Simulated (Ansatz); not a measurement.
Born–Oppenheimer molecular dynamics of a periodic cell of 17 atoms, TiSi₁₆ (host Si, host structure diamond, interstitial Ti). It starts from a relaxed structure.

Theory: DFT PBEsol, scalar-relativistic, plane waves, PAW (Ansatz). Settings: accuracy low, PAW set soft_1, cutoff 420 eV, k mesh 2x2x2, fermi-dirac smearing 0.05 eV, no spin polarisation.

```json
{"ensemble": "NVT, Nosé–Hoover chain", "time step": "2 fs", "steps asked": "170", "set temperature": "1200 K", "thermostat": "time constant 100 fs, chain length 3", "seed": "781566"}
```

First frame:

```xyz
17
Lattice="0.0000 5.4300 5.4300 5.4300 0.0000 5.4300 5.4300 5.4300 0.0000" Properties=species:S:1:pos:R:3
Si -0.013 -0.018 0.013
Si 1.358 1.359 1.319
Si 2.734 2.729 0.013
Si 4.076 4.070 1.353
Si 2.757 -0.042 2.673
Si 4.110 1.359 4.072
Si 5.417 2.729 2.695
Si 6.787 4.035 4.073
Si -0.042 2.757 2.672
Si 1.361 4.106 4.069
Si 2.735 5.411 2.694
Si 4.040 6.784 4.069
Si 2.758 2.757 5.471
Si 4.072 4.074 6.788
Si 5.388 5.387 5.471
Si 6.791 6.785 6.819
Ti 6.789 6.787 4.070
```

(1) What does the run give?

(2) What happens to the structure?

(3) How do temperature and energy run in time?

Answers

(1) The run went to its last step.

```json
{
 "steps done": "170",
 "time covered": "340 fs",
 "mean temperature over the second half": "959 K",
 "spread of the potential energy over the second half": "16.5 meV per atom",
 "mean potential energy of the second half above the start": "134.3 meV per atom"
}
```

The conserved energy stayed within 0.8 meV per atom of its start (net change 0.51 meV per atom), so the integration is sound. The mean temperature of the second half is 20 % below the set value. A run of 0.34 ps of so small a system gives no equilibrium averages. Limits of this set-up: coarse k mesh, PAW files made for another functional, low accuracy level.

(2) Mean squared displacements from the first frame to the last, about the centre of mass: Si 0.10 Å², Ti 0.07 Å². The details hang on the random start.

(3) 
```tsv
time (fs)	T (K)	potential energy less start (eV)	conserved less start (meV/atom)
0.0	1200	0.000	0.00
16.0	477	1.510	0.58
32.0	674	1.130	0.25
48.0	663	1.235	0.38
64.0	547	1.575	0.36
80.0	447	1.888	0.40
96.0	495	1.904	0.48
112.0	737	1.551	0.36
128.0	683	1.794	0.49
144.0	644	1.982	0.47
160.0	891	1.569	0.39
176.0	834	1.823	0.49
192.0	694	2.210	0.43
208.0	663	2.391	0.60
224.0	835	2.173	0.49
240.0	787	2.436	0.60
256.0	1070	2.021	0.49
272.0	993	2.390	0.69
288.0	1290	1.952	0.34
304.0	1081	2.562	0.64
320.0	999	2.875	0.76
336.0	1409	2.187	0.51
```

Time of the run: 16 min on 1 thread of Arm Neoverse V1 (shared host), peak memory 0.61 GiB.
